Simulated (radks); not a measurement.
Ta XLIII, configuration [Ar] 3d10 4s2 4p1. Method: scalar-relativistic Kohn-Sham, PBE, spin-unpolarised, spherical densities, point nucleus; computed with a radial shooting solver on a logarithmic mesh with Libxc functionals.

Unscreened Slater integrals over Kohn-Sham orbitals (cm^-1).

F0(4p,4p): 477070
F2(4p,4p): 247980
F0(4p,4s): 482430
G1(4p,4s): 325410
F0(4p,3d): 603690
F2(4p,3d): 176110
G1(4p,3d): 57267
G3(4p,3d): 58091
F0(4p,3p): 593000
F2(4p,3p): 188270
G0(4p,3p): 51115
G2(4p,3p): 61675
F0(4s,4s): 488310
F0(4s,3d): 612340
G2(4s,3d): 58566
F0(4s,3p): 601460
G1(4s,3p): 61513
F0(3d,3d): 1099600
F2(3d,3d): 562540
F4(3d,3d): 362440
F0(3d,3p): 1026700
F2(3d,3p): 494450
G1(3d,3p): 539220
G3(3d,3p): 356800
F0(3p,3p): 984010
F2(3p,3p): 493600

Derived for the open shells (J is the average intra-shell exchange parameter used in DFT+U). 4p: J = F2/5 = 49600 cm^-1.
